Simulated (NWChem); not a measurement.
System: SiH$_{3}$S$_{3}$Cl; SMILES [Si](S)(S)(Cl)S

```xyz
8

S     -1.0381    -0.7437    -1.7021
Si     0.0001    -0.0021     0.0000
S     -0.8864    -0.8207     1.7519
S      2.0267    -0.6401    -0.1033
Cl    -0.0960     2.0680     0.0502
H     -2.1545    -0.0154    -1.4687
H     -0.1954    -0.0243     2.6002
H      2.3436     0.1854    -1.1277
```
Atoms are numbered in this order, from 1.

Results from NWChem. Pople sets run with spherical d functions. All runs use the structure optimised with PBE0/def2-SVP. Vertical excitations in the gas phase; the lowest state need not have the same character in each row.

```tsv
level	lowest excitation, singlet (eV)	oscillator strength of that lowest state	orbital gap (eV)
PBE/6-31G*, TDA	5.39	0.009	5.25
B3LYP/6-31G*, TDA	5.88	0.010	6.95
LDA (Slater exchange, VWN5)/6-31G*, TDA	5.31	0.008	5.16
PBE0/6-31G*, TDA	6.05	0.010	7.45
```
